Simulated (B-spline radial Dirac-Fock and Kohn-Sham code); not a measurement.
Two-hole binding energies of Hf²⁺

System: the Hf²⁺ ion, [Xe] 4f14 5d2, inside a Watson sphere of charge -2 and radius 3 Å (a model of the Madelung potential; inside it an electron's potential energy is raised by 9.6 eV).

Level of theory: relaxed Dirac-Fock hole states (ΔSCF) with Breit and QED corrections and a finite nucleus; an atomic code on a B-spline grid. U is the two-hole binding energy less the two single-hole energies, the effective repulsion of the holes after relaxation. Each two-hole energy is an average over J within one jj subconfiguration.

```tsv
holes	E(a) (eV)	E(b) (eV)	E(ab) (eV)	U (eV)
1s⁻¹ 2p1/2⁻¹	65353.7	10752.1	76494.7	388.9
1s⁻¹ 2p3/2⁻¹	65353.7	9573.7	75249.3	321.9
1s⁻¹ 3p1/2⁻¹	65353.7	2381.9	67848.1	112.6
1s⁻¹ 3p3/2⁻¹	65353.7	2126.0	67576.7	97.1
2s⁻¹ 2p1/2⁻¹	11291.5	10752.1	22241.9	198.2
2s⁻¹ 3p1/2⁻¹	11291.5	2381.9	13758.6	85.3
2s⁻¹ 3d3/2⁻¹	11291.5	1729.9	?	?
2p1/2⁻¹ 3p3/2⁻¹	10752.1	2126.0	12961.2	83.1
2p3/2⁻¹ 3p1/2⁻¹	9573.7	2381.9	12043.3	87.7
3p1/2⁻²	2381.9	2381.9	4827.7	64.0
3d3/2⁻²	1729.9	1729.9	3525.7	66.0
4d3/2⁻¹ 4d5/2⁻¹	239.2	228.6	493.2	25.4
4f5/2⁻²	29.15	29.15	80.64	22.3
4f7/2⁻²	27.50	27.50	77.36	22.4
```

Task: Give the missing two-hole energy and U.

Result: E(ab) = 13111.0 eV and U = 89.6 eV.

Values without a named source are computed, but for edge energies of neutral atoms, which are taken from tables.
